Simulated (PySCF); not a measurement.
**Nonlinear optical response: SMILES C1CC/C=C(\C#C)CCC1, C₁₀H₁₄**

Geometry:
```json
{"atom": "C1", "x (Å)": "2.912", "y (Å)": "1.989", "z (Å)": "-2.000"}
{"atom": "C2", "x (Å)": "2.331", "y (Å)": "1.755", "z (Å)": "-0.958"}
{"atom": "C3", "x (Å)": "1.645", "y (Å)": "1.549", "z (Å)": "0.277"}
{"atom": "C4", "x (Å)": "1.622", "y (Å)": "0.348", "z (Å)": "0.893"}
{"atom": "C5", "x (Å)": "1.837", "y (Å)": "-0.934", "z (Å)": "0.182"}
{"atom": "C6", "x (Å)": "0.430", "y (Å)": "-1.356", "z (Å)": "-0.313"}
{"atom": "C7", "x (Å)": "-0.386", "y (Å)": "-0.259", "z (Å)": "-1.018"}
{"atom": "C8", "x (Å)": "-1.122", "y (Å)": "0.789", "z (Å)": "-0.138"}
{"atom": "C9", "x (Å)": "-0.645", "y (Å)": "2.251", "z (Å)": "-0.179"}
{"atom": "C10", "x (Å)": "0.611", "y (Å)": "2.569", "z (Å)": "0.659"}
{"atom": "H11", "x (Å)": "3.431", "y (Å)": "2.188", "z (Å)": "-2.919"}
{"atom": "H12", "x (Å)": "1.076", "y (Å)": "0.291", "z (Å)": "1.843"}
{"atom": "H13", "x (Å)": "2.508", "y (Å)": "-0.792", "z (Å)": "-0.680"}
{"atom": "H14", "x (Å)": "2.260", "y (Å)": "-1.728", "z (Å)": "0.818"}
{"atom": "H15", "x (Å)": "0.548", "y (Å)": "-2.213", "z (Å)": "-0.998"}
{"atom": "H16", "x (Å)": "-0.152", "y (Å)": "-1.736", "z (Å)": "0.546"}
{"atom": "H17", "x (Å)": "-1.148", "y (Å)": "-0.780", "z (Å)": "-1.620"}
{"atom": "H18", "x (Å)": "0.256", "y (Å)": "0.256", "z (Å)": "-1.752"}
{"atom": "H19", "x (Å)": "-1.148", "y (Å)": "0.443", "z (Å)": "0.911"}
{"atom": "H20", "x (Å)": "-2.179", "y (Å)": "0.802", "z (Å)": "-0.452"}
{"atom": "H21", "x (Å)": "-0.451", "y (Å)": "2.534", "z (Å)": "-1.228"}
{"atom": "H22", "x (Å)": "-1.466", "y (Å)": "2.903", "z (Å)": "0.164"}
{"atom": "H23", "x (Å)": "0.938", "y (Å)": "3.605", "z (Å)": "0.478"}
{"atom": "H24", "x (Å)": "0.375", "y (Å)": "2.469", "z (Å)": "1.731"}
```

Level of theory: quadratic response CAM-B3LYP/def2-SVPD first hyperpolarisability, Taylor convention, gas phase (PySCF 2.14.0). Geometry: PBE0-D3(BJ)/def2-SVP.

Question: Give β for the processes computed.

Answer: In au, Taylor convention; the vector part is βᵢ = ⅓ Σⱼ (βᵢⱼⱼ + βⱼᵢⱼ + βⱼⱼᵢ); β∥ is 3/5 of the vector part along the dipole, the dipole points from − to +:
```
                   process  λ (nm)  β vector norm    β∥  β HRS  depolarisation ratio
           static β(0;0,0)       ∞           77.8  46.5   41.1                  2.90
second harmonic β(−2ω;ω,ω)    1907           81.8  48.9   43.3                  2.91
         Pockels β(−ω;ω,0)    1907           79.1  47.3      –                     –
second harmonic β(−2ω;ω,ω)    1064           92.2  55.1   48.9                  2.95
         Pockels β(−ω;ω,0)    1064           82.1  49.1      –                     –
```

Question: Which lowest excitations, dipole and polarisabilities go with it?

Answer: S1 5.17 eV (f = 0.222); S2 5.52 eV (f = 0.006); S3 5.98 eV (f = 0.002); dipole 1.08 D; isotropic α 114.9 au static, 115.3 au at 1907 nm, 116.1 au at 1064 nm, 116.4 au at 953.5 nm, 120.0 au at 532 nm.
